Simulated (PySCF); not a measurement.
SnMeBr3, CH₃Br₃Sn.
Geometry (PBE0-D3(BJ)/def2-SVP, Å), atoms numbered from 1 in this order:
```xyz
8
CH3Br3Sn angstrom
Sn     0.052   -0.014   -0.852
C     -0.048   -0.008    1.276
H     -1.098    0.081    1.583
H      0.533    0.849    1.643
H      0.383   -0.948    1.645
Br     2.398   -0.018   -1.641
Br    -1.039    1.959   -1.870
Br    -1.043   -1.986   -1.868
```

Computed with PySCF 2.14.0, density-fitted response routines, TDDFT CAM-B3LYP/def2-SVPD, vertical, gas phase, core orbitals frozen in the response, def2 core potentials past Kr. Spin–orbit coupling is left out.

Transition dipole moments from the ground state, in atomic units and in the frame of the coordinates above (overall signs are arbitrary), for the states with f of 0.002 or more among the lowest 8:

| state | E (eV) | μx | μy | μz |
| --- | --- | --- | --- | --- |
| S2 | 5.130 | -0.063 | -0.498 | -0.003 |
| S3 | 5.136 | -0.493 | 0.064 | -0.052 |
| S4 | 5.276 | 0.075 | -0.003 | -0.773 |
| S5 | 5.414 | -0.004 | 0.473 | -0.001 |
| S6 | 5.426 | -0.480 | -0.006 | -0.049 |
| S7 | 6.967 | 0.197 | 0.002 | -0.483 |
| S8 | 6.984 | 0.474 | -0.005 | 0.196 |

(1) Work out the oscillator strengths.

(2) Which bond between heavy atoms lies closest to the direction of the S4 transition dipole?

(3) What angle do the transition dipoles of S4 and S5 make?

(4) How is the summed strength of these states shared among x, y and z?

(5) What peak molar absorption coefficient would the strongest computed level give as a lone Gaussian band 0.5 eV wide at half height?

Results:

(1) f = (2/3) ΔE |μ|² with ΔE in hartree (27.2114 eV).

```
state  |μ|² (au)  |μ| (D)      f
   S2      0.252     1.28  0.032
   S3      0.250     1.27  0.031
   S4      0.604     1.98  0.078
   S5      0.224     1.20  0.030
   S6      0.233     1.23  0.031
   S7      0.273     1.33  0.047
   S8      0.263     1.30  0.045
```

(2) Sn1–C2, at 3° from it; next Sn1–Br6 at 66°.

(3) |cos θ| = |μa·μb| / (|μa| |μb|) = 0.00, so θ ≈ 90° (taken between 0 and 90°, since the signs are arbitrary).

(4) (2/3) Σ ΔE μα² gives 0.108 for x, 0.061 for y and 0.124 for z, 0.293 in all.

(5) ε(max) = 2.175×10⁸ f / FWHM, with the width in cm⁻¹. S4: 2.175×10⁸ × 0.0780 / 4033 ≈ 4200 L mol⁻¹ cm⁻¹.

All these states lie below the vertical ionisation energy of 10.60 eV (ΔSCF).
